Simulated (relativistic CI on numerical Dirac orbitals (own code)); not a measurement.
# Ho42+: q coefficients and field-shift factors

Method of calculation: Dirac-Coulomb-Breit CI, KLI orbitals optimised for each configuration, derivatives by finite differences, unscaled Slater integrals, QED left out (own radial code, finite nucleus).

Configuration list (outside the closed core [Ne]): 3s²3p⁶3d⁷, 3s²3p⁵3d⁸, 3s²3p⁴3d⁹, 3s3p⁶3d⁸, 3p⁶3d⁹, 3s3p⁵3d⁹, 3s²3p⁶3d⁶4s, 3s²3p⁶3d⁶4p. Levels of other configurations are missing.

With x = (α/α₀)² − 1 an excitation energy changes as ω = ω₀ + qx; K = 2q/ω₀ is the relative enhancement. Terms are leading LS components, so labels can repeat. The field-shift factor is F = δν/δ⟨r²⟩ for the transition from the lowest level.

Lowest level 3s²3p⁶3d⁷ ⁴F9/2.

| Level | ω₀ (cm⁻¹) | q (cm⁻¹) | K | F (GHz/fm²) |
| --- | --- | --- | --- | --- |
| 3s²3p⁶3d⁷ ²P3/2 | 87994 | 4673 | 0.106 | -0.259 |
| 3s²3p⁶3d⁷ ²D5/2 | 131976 | 23980 | 0.363 | 0.616 |
| 3s²3p⁶3d⁷ ⁴F7/2 | 316572 | 344900 | 2.18 | 6.02 |
| 3s²3p⁶3d⁷ ²H9/2 | 371166 | 329900 | 1.78 | 6.02 |
| 3s²3p⁶3d⁷ ⁴F3/2 | 385442 | 351000 | 1.82 | 6.23 |
| 3s²3p⁶3d⁷ ⁴P5/2 | 400285 | 355300 | 1.78 | 6.41 |
| 3s²3p⁶3d⁷ ⁴P1/2 | 412409 | 343900 | 1.67 | 5.77 |
| 3s²3p⁶3d⁷ ²H11/2 | 431329 | 330700 | 1.53 | 6.4 |
| 3s²3p⁶3d⁷ ²G7/2 | 472382 | 353800 | 1.5 | 6.51 |
| 3s²3p⁶3d⁷ ²F5/2 | 513924 | 330300 | 1.29 | 6.31 |
| 3s²3p⁶3d⁷ ²D3/2 | 632746 | 367300 | 1.16 | 7.42 |
| 3s²3p⁶3d⁷ ⁴F5/2 | 689639 | 675900 | 1.96 | 11.9 |
| 3s²3p⁶3d⁷ ⁴P3/2 | 717361 | 673400 | 1.88 | 11.7 |
| 3s²3p⁶3d⁷ ²H9/2 | 753814 | 675800 | 1.79 | 12.3 |
| 3s²3p⁶3d⁷ ²P1/2 | 754455 | 687900 | 1.82 | 11.7 |
| 3s²3p⁶3d⁷ ²F7/2 | 780366 | 661400 | 1.7 | 11.9 |
| 3s²3p⁶3d⁷ ²D5/2 | 951923 | 678800 | 1.43 | 12.8 |
| 3s²3p⁶3d⁷ ²D3/2 | 1101648 | 1.018e+06 | 1.85 | 17.8 |
| 3s²3p⁵3d⁸ ⁴G°11/2 | 2719765 | 438500 | 0.322 | 19.9 |
| 3s²3p⁵3d⁸ ²D°5/2 | 2807580 | 440400 | 0.314 | 18.3 |
| 3s²3p⁵3d⁸ ²F°7/2 | 2813138 | 444700 | 0.316 | 17.9 |
| 3s²3p⁵3d⁸ ⁴F°9/2 | 2869978 | 438900 | 0.306 | 19.9 |
| 3s²3p⁵3d⁸ ²P°1/2 | 2947735 | 456800 | 0.31 | 20.3 |

At this charge energies of transitions that change n are usually good to better than 1 %, and those within a shell (Δn = 0) to a few per cent.
